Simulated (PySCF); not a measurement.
# Basis and Hamiltonian dependence of the excitation energy of Ba⁺

Ba⁺ [Xe] 6s1 (2S) → Ba⁺ [Xe] 6p1 (2P). Calculated with PySCF 2.14 from differences of total energies of unrestricted determinants, without spin-orbit coupling. Values in eV.

```tsv
basis	Hamiltonian	functions	UHF	PBE	PBE0	CCSD(T) (valence and next inner shell)
def2-TZVPP with the def2 core potential (46 electrons)	ECP	40	2.480	n/a	n/a	2.599
def2-TZVPPD with the def2 core potential (46 electrons)	ECP	40	2.480	2.585	2.573	2.599
aug-cc-pVDZ-X2C	spin-free X2C	54	2.392	2.385	2.397	n/a
def2-QZVPPD with the def2 core potential (46 electrons)	ECP	60	2.389	2.418	2.424	2.605
ANO-RCC-VTZP	spin-free X2C	72	2.358	2.346	2.355	2.548
aug-cc-pVTZ-X2C	spin-free X2C	84	2.379	2.399	2.403	n/a
x2c-TZVPPall	spin-free X2C	85	2.388	2.384	2.394	2.614
x2c-TZVPPall with one added diffuse shell each of s, p, d type	spin-free X2C	94	2.385	2.385	2.395	2.613
aug-cc-pwCVTZ-X2C	spin-free X2C	109	2.377	2.396	2.401	2.634
aug-cc-pwCVTZ-X2C with one added diffuse shell each of s, p, d, f type	spin-free X2C	125	2.377	2.396	2.401	n/a
```

Frozen in the all-electron rows: valence: [Xe]; valence and next inner shell: [Kr] 4d10; with a core potential, the same shells as far as they lie outside it.

Reference for a calculation without spin-orbit coupling: 2.652 eV (measured, between term centres; NIST).
